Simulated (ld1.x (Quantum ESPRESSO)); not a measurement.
# Which change was made? (W, TM)

| Item | Value |
| --- | --- |
| Element | tungsten (W) |
| Generator | ld1.x (Quantum ESPRESSO) 7.5 |
| Type | norm-conserving Troullier–Martins (Kleinman–Bylander form) |
| Functional | PBE |
| Relativity | fully relativistic |
| Frozen core | [Xe] 4f14 |
| Valence charge | 6 |
| Reference configuration | 5d4 6s1 6p0 (charge +1) |
| Partial waves | 6s (bound): rc 2.05 bohr; 6p (bound, empty): rc 2.65 bohr; 5d (bound): rc 2.35 bohr |
| Local potential | all-electron potential smoothed inside 1.65 bohr (lloc = -1) |
| Core correction | Bessel-smoothed model core inside 1.20 bohr |

Open shells are filled in proportion to 2j + 1 (rel_dist='average').

Cutoffs, loose and tight: the cutoffs (Ry, on a coarse ladder) from which the occupation-weighted sum of valence levels, in a spherical-Bessel basis at the reference potential, stays within 10 and 1 mRy of its value at 400 Ry. They do not see the model core or the augmentation charge, which bear on the density cutoff. Test errors are all-electron minus pseudo excitation energies from the reference, over the configurations 5d4 6s2 6p0; 5d4 6s0 6p0; 5d3 6s0 6p0; 5d4 6s1.5 6p0; 5d5 6s0 6p0; 5d4 6s1 6p1; 5d4 6s0 6p1; variants that change the core or the reference have their own tests.

The base gives: outcome: generated; cutoff, loose: 30 Ry; cutoff, tight: 35 Ry; bound ghosts: s, p3/2, p1/2; largest test error (meV): -136.

Question: After one change the result is: outcome: generated; cutoff, loose: 30 Ry; cutoff, tight: 40 Ry; bound ghosts: none; largest test error (meV): -166. Which change was it?
A. type RRKJ; local potential the s channel
B. core correction none
C. local potential all-electron potential smoothed inside 2.88 bohr (lloc = -1)

Answer: C. The others give: core correction none → outcome: generated; cutoff, loose: 30 Ry; cutoff, tight: 35 Ry; bound ghosts: s, p3/2, p1/2; largest test error (meV): +104 | type RRKJ; local potential the s channel → outcome: generated; cutoff, loose: 25 Ry; cutoff, tight: 35 Ry; bound ghosts: none; largest test error (meV): -179.
